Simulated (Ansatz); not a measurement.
GeHMe2Br (C₂H₇BrGe). Charge 0, multiplicity 1. Geometry B3LYP-D4/def2-SVP; atoms count from 1.

```csv
atom,x (Å),y (Å),z (Å)
Ge1,0.497,-0.453,-0.199
H2,0.634,-1.961,-0.502
C3,0.023,-0.126,1.671
H4,0.770,-0.577,2.339
H5,-0.963,-0.566,1.889
H6,-0.017,0.957,1.863
C7,-0.718,0.436,-1.451
H8,-0.385,0.275,-2.486
H9,-0.739,1.516,-1.247
H10,-1.736,0.029,-1.335
Br11,2.634,0.469,-0.541
```

Question: Estimate the Mulliken populations from the PBE0/def2-TZVP orbitals of Ansatz.

Answer: 
```json
{"atom": "Ge1", "charge (e)": "0.40"}
{"atom": "H2", "charge (e)": "0.02"}
{"atom": "C3", "charge (e)": "-0.48"}
{"atom": "H4", "charge (e)": "0.16"}
{"atom": "H5", "charge (e)": "0.14"}
{"atom": "H6", "charge (e)": "0.15"}
{"atom": "C7", "charge (e)": "-0.48"}
{"atom": "H8", "charge (e)": "0.16"}
{"atom": "H9", "charge (e)": "0.15"}
{"atom": "H10", "charge (e)": "0.14"}
{"atom": "Br11", "charge (e)": "-0.36"}
```
Mulliken values depend strongly on the basis.

Question: And the Mayer bond orders between heavy atoms (over 0.3)?

Answer: Ge1–C3 0.94 (1.96 Å); Ge1–C7 0.94 (1.96 Å); Ge1–Br11 0.94 (2.35 Å).
